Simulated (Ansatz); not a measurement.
The same ligand exchange along the group B, Al, Ga, In.

Gas-phase electronic energies from Ansatz, PBE0-D4/def2-TZVP geometries. CCSD(T)/CBS is the MP2 limit (def2-TZVPP, def2-QZVPP) plus CCSD(T) − MP2 in def2-TZVPP, frozen cores. This one scheme is used for every species. Elements past krypton have def2 core potentials. For Br, Ga, In outer-core shells are correlated without core-valence functions, which leaves a few kJ/mol of doubt a bond. Scalar relativity is left out up to krypton. Each species was taken in one conformer, which may not be the lowest.

| reaction | CCSD(T)/CBS(def2) (kJ/mol) |
| --- | --- |
| `NBN` + HBr → `NBBr` + NH₃ | ? |
| `[NH2][AlH][NH2]` + HBr → `[NH2][AlH][Br]` + NH₃ | -83 |
| `[NH2][GaH][NH2]` + HBr → `[NH2][GaH][Br]` + NH₃ | -99 |
| `[NH2][InH][NH2]` + HBr → `[NH2][InH][Br]` + NH₃ | -136 |

Q: Fill in the missing values. (Estimate.)

A: Computed: `NBN` + HBr → `NBBr` + NH₃: +3.6 kJ/mol.

Largest T1 diagnostic: 0.015, for `[NH2][InH][NH2]`.
